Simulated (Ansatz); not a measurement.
Ge(OEt)H3 (C₂H₈GeO), relaxed as a singlet with RKS r2SCAN-D4/def2-SVP in Ansatz, starting from the GFN2-xTB geometry. Force threshold 0.02 eV/Å.

Start:

```xyz
12

Ge    1.0432   -1.8854    0.1452
O    -0.1521   -0.6201    0.1814
C     0.0417    0.7409   -0.1503
C    -1.2860    1.4683   -0.0126
H     0.7865    1.1906    0.5190
H     0.4146    0.8326   -1.1786
H    -1.1585    2.5225   -0.2432
H    -2.0161    1.0374   -0.6926
H    -1.6582    1.3650    1.0032
H     0.2202   -3.0362    0.5989
H     2.1792   -1.5619    1.0784
H     1.5855   -2.0537   -1.2489
```

```
        step  energy (eV)  largest force component (eV/Å)  SCF passes
           1  -60756.8323                           1.326          16
           2  -60756.9223                           0.585          21
           3  -60756.9389                           0.175          20
4 (rejected)  -60756.9383                           0.641          20
           5  -60756.9450                           0.076          21
           6  -60756.9467                           0.150          20
           7  -60756.9480                           0.013          22
```

Force components are those of the run's own axes.

End:

```xyz
12

Ge    1.025   -1.871    0.148
O    -0.287   -0.662    0.213
C     0.006    0.679   -0.135
C    -1.262    1.497   -0.020
H     0.789    1.099    0.533
H     0.405    0.742   -1.170
H    -1.077    2.550   -0.282
H    -2.035    1.097   -0.695
H    -1.652    1.453    1.008
H     0.364   -3.181    0.580
H     2.153   -1.452    1.112
H     1.570   -1.951   -1.292
```

By distances, no bond broke or formed. The bond that changes most is Ge1–O2, from 1.74 to 1.79 Å (atoms count from 1).

No frequencies were taken in this run, so the end may be a saddle point.

Hardware: 4 threads of Intel Xeon on a shared host. Wall time 25 s.
